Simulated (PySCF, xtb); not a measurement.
C₂H₇FSi₃, SMILES [SiH2]1[Si@H](C=C1)[SiH2]F. The values are those of a single conformer.

Harmonic wavenumbers (cm⁻¹) from xtb 6.7.1 with GFN2-xTB at its own minimum, in rising order: 24, 80, 86, 164, 249, 329, 350, 398, 446, 477, 495, 522, 592, 598, 614, 710, 727, 730, 753, 787, 804, 817, 934, 1078, 1264, 1568, 2053, 2172, 2191, 2247, 2276, 3018, 3037.

**Question.** What does PBE-D3(BJ)/def2-SVP (PySCF 2.14.0) give at its own minimum? (An estimate is asked for; the answer gives what the named calculation found.)

**Answer.** 36, 66, 83, 177, 241, 365, 403, 422, 471, 521, 563, 613, 657, 668, 710, 714, 737, 760, 819, 874, 910, 913, 981, 1024, 1223, 1506, 2136, 2144, 2147, 2156, 2161, 3052, 3073. Paired by order, the mean absolute difference is 50 cm⁻¹ and the zero-point energies are 46.6 and 47.6 kcal/mol.
